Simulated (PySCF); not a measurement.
Computed IR spectrum (relative IR intensity) of a molecule CH9N3Si. The structure is a stationary point at PBE-D3(BJ)/def2-SVP. Other conformers were not sampled. All values below come from PBE-D3(BJ)/def2-SVP (PySCF 2.14.0). Frequencies are harmonic and unscaled.

Lines under 2 % of the strongest are left out, and lines within 2 cm⁻¹ are merged.

ν (cm⁻¹): 152 (vw), 198 (vw), 249 (w), 306 (m), 331 (m), 374 (m), 417 (m), 458 (s), 660 (vw), 716 (w), 758 (w), 785 (w), 839 (s), 869 (s), 897 (s), 921 (s), 1042 (w), 1063 (w), 1374 (vw), 1481 (m), 1489 (w), 1591 (w), 2091 (vs), 2945 (w), 3005 (w), 3477 (w), 3495 (w), 3574 (w), 3597 (w) (against the strongest line: vs over 80 %, s over 45 %, m over 15 %, w over 4 %, vw less)

Task: Which structure fits?
A) C[Si](N)(N)N
B) NC[SiH](N)N
C) CN[SiH](N)N

Result: B, NC[SiH](N)N
